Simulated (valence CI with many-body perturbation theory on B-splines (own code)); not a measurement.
Results of a calculation; reference values are marked as such.
## Energy levels of Yb XXI

Level of theory: valence CI with perturbative core correlation (CI+MBPT): four valence electrons over a frozen Dirac-Fock core [Kr] 4d10, a basis of 7 s, 7 p, 7 d, 7 f, 4 g, 2 h functions for each j, with the one-electron correlation potential Σ1 (screened to all orders), the two-electron term Σ2, the three-electron term Σ3, Breit, model QED; selected single and double excitations, second order for the rest, scaled by the run's own slope (own B-spline code, finite nucleus).

No measured levels were compared; by estimate terms of the open shell hold to a few per cent of their energy, and close levels can change places.

Levels 136 to 180 of 197, with energies above the lowest level, 4f4 5I_4. "Leading %" is the weight of the configuration and term that name the level; weights of strongly mixed levels are sums over their largest components and can fall short. In the jj column 3d3/2^4 stands for four electrons in 3d with j = 3/2.

```tsv
No.	Configuration	Term	J	E (cm⁻¹)	Leading %	g	Leading jj
136	4f3.5s	5G°	5	465620	64	1.194	4f5/2 4f7/2^2 5s (73 %)
137	4f3.5s	3G°	4	465960	51	1.098	4f5/2 4f7/2^2 5s (78 %)
138	4f3.5s	3D°	2	467530	27	1.305	4f5/2 4f7/2^2 5s (57 %)
139	4f3.5s	3S°	1	469540	36	1.325	4f5/2 4f7/2^2 5s (54 %)
140	4f3.5s	3P°	0	469660	62		4f5/2^2 4f7/2 5s (88 %)
141	4f3.5s	3G°	3	470060	69	0.847	4f5/2 4f7/2^2 5s (62 %)
142	4f3.5s	3K°	8	470470	70	1.106	4f5/2^2 4f7/2 5s (62 %)
143	4f3.5s	5G°	6	473560	63	1.268	4f5/2 4f7/2^2 5s (41 %)
144	4f3.5s	3P°	1	474150	27	1.072	4f5/2^2 4f7/2 5s (59 %)
145	4f3.5s	1K°	7	474640	44	0.969	4f5/2^2 4f7/2 5s (68 %)
146	4f3.5s	3D°	3	476560	61	1.338	4f5/2^2 4f7/2 5s (54 %)
147	4f3.5s	3G°	4	476890	83	1.047	4f5/2 4f7/2^2 5s (56 %)
148	4f3.5s	5D°	2	477590	49	1.308	4f5/2^2 4f7/2 5s (63 %)
149	4f3.5s	3G°	5	479430	58	1.182	4f7/2^3 5s (76 %)
150	4f3.5s	3D°	3	479980	52	1.370	4f5/2 4f7/2^2 5s (63 %)
151	4f3.5s	5D°	1	481880	42	1.197	4f5/2^2 4f7/2 5s (50 %)
152	4f3.5s	3I°	5	482710	47	0.962	4f5/2^2 4f7/2 5s (77 %)
153	4f3.5s	1D°	2	483020	42	1.180	4f5/2 4f7/2^2 5s (66 %)
154	4f3.5s	3I°	6	485720	59	1.073	4f5/2^2 4f7/2 5s (58 %)
155	4f3.5s	1G°	4	485830	36	1.050	4f7/2^3 5s (63 %)
156	4f3.5s	5D°	0	486020	62		4f5/2 4f7/2^2 5s (88 %)
157	4f3.5s	3G°	5	488930	63	1.076	4f5/2 4f7/2^2 5s (81 %)
158	4f3.5s	3D°	2	489810	54	1.044	4f5/2^2 4f7/2 5s (64 %)
159	4f3.5s	5D°	4	490830	95	1.485	4f5/2 4f7/2^2 5s (70 %)
160	4f3.5s	1D°	2	492370	30	1.218	4f5/2 4f7/2^2 5s (53 %)
161	4f3.5s	3L°	8	492720	75	1.034	4f5/2 4f7/2^2 5s (60 %)
162	4f3.5s	3I°	7	492790	56	1.046	4f5/2 4f7/2^2 5s (72 %)
163	4f3.5s	3D°	1	492960	46	0.885	4f5/2 4f7/2^2 5s (70 %)
164	4f3.5s	3I°	7	493860	41	1.018	4f5/2 4f7/2^2 5s (70 %)
165	4f3.5s	3D°	1	495330	63	0.807	4f7/2^3 5s (43 %)
166	4f3.5s	3L°	9	495770	100	1.109	4f5/2 4f7/2^2 5s (100 %)
167	4f3.5s	3H°	4	497800	80	0.847	4f5/2 4f7/2^2 5s (44 %)
168	4f3.5s	1I°	6	497970	57	1.021	4f5/2 4f7/2^2 5s (82 %)
169	4f3.5s	3H°	5	499420	61	1.033	4f5/2 4f7/2^2 5s (42 %)
170	4f3.5s	1L°	8	502250	88	1.002	4f5/2 4f7/2^2 5s (90 %)
171	4f3.5s	3D°	3	502910	53	1.310	4f5/2 4f7/2^2 5s (64 %)
172	4f3.5s	3D°	2	505100	42	1.141	4f5/2 4f7/2^2 5s (52 %)
173	4f3.5s	3D°	3	507150	61	1.246	4f5/2 4f7/2^2 5s (78 %)
174	4f3.5s	3D°	1	508560	80	0.632	4f5/2 4f7/2^2 5s (50 %)
175	4f3.5s	3H°	6	508960	59	1.111	4f7/2^3 5s (51 %)
176	4f3.5s	3D°	2	510040	44	0.933	4f5/2 4f7/2^2 5s (76 %)
177	4f3.5s	1H°	5	512780	60	1.001	4f7/2^3 5s (57 %)
178	4f3.5s	3D°	3	520840	48	1.206	4f7/2^3 5s (68 %)
179	4f3.5s	3F°	4	521140	92	1.248	4f5/2 4f7/2^2 5s (46 %)
180	4f3.5s	1D°	2	524390	48	0.968	4f7/2^3 5s (76 %)
```

Names give the largest LS component (configuration and term), which can be under half, so a name can repeat, a term be missing and a line seem to break the LS rules; names also repeat where a configuration has a term twice.

Where two levels of one J and parity lie close, their mixing, g and order are uncertain.
